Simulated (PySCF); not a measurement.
C₃H₄BF₃, SMILES FB(/C(=C\F)C)F. Atoms are numbered in the order given.

```xyz
11

C      2.0216    -0.5499     0.2643
C      0.6817     0.1199     0.0574
C      0.6175     1.4485    -0.0882
F     -0.5185     2.1140    -0.2753
B     -0.6019    -0.7608     0.0180
F     -0.4919    -2.0788     0.1599
F     -1.8244    -0.2820    -0.1490
H      2.0432    -1.1010     1.2180
H      2.8480     0.1778     0.2728
H      2.2220    -1.2838    -0.5324
H      1.4844     2.1217    -0.0697
```
Charge 0, spin multiplicity 1.

Geometry: ωB97X-D3(BJ)/def2-SVP. The structure was generated by enumeration; whether it is a known compound was not checked. One conformer was computed; it need not be the lowest.

Method: TDA-LC-ωPBE/def2-SVPD in PySCF.

Vertical excitations. The molecule is in vacuum.

Problem. List the lowest excited states. (An estimate is asked for; the answer gives what the named calculation found.)

Solution. 
```
state  energy (eV)  λ (nm)      f                                                               main pairs
-----  -----------  ------  -----  -----------------------------------------------------------------------
S1            6.69     185  0.369                                                           HOMO→LUMO 94 %
S2            7.34     169  0.001                                                         HOMO−1→LUMO 94 %
S3            7.99     155  0.017                                                         HOMO→LUMO+1 73 %
S4            8.40     148  0.000                                                         HOMO−2→LUMO 94 %
S5            8.54     145  0.003  HOMO→LUMO+3 55 %, HOMO→LUMO+2 16 %, HOMO→LUMO+1 11 %, HOMO→LUMO+16 10 %
S6            8.86     140  0.008                                       HOMO→LUMO+2 62 %, HOMO→LUMO+3 19 %
S7            9.49     131  0.000                                                         HOMO−4→LUMO 89 %
S8            9.69     128  0.002                                                         HOMO−3→LUMO 84 %
S9            9.74     127  0.231                                                         HOMO→LUMO+5 84 %
S10          10.19     122  0.000    HOMO→LUMO+7 24 %, HOMO→LUMO+4 16 %, HOMO−7→LUMO 15 %, HOMO−3→LUMO 8 %
T1            3.63     342      0                                                           HOMO→LUMO 91 %
T2            6.59     188      0                                                         HOMO−1→LUMO 92 %
T3            7.81     159      0                                                         HOMO→LUMO+1 66 %
T4            8.05     154      0                                                         HOMO−2→LUMO 89 %
```
Triplets are in the Tamm–Dancoff approximation.
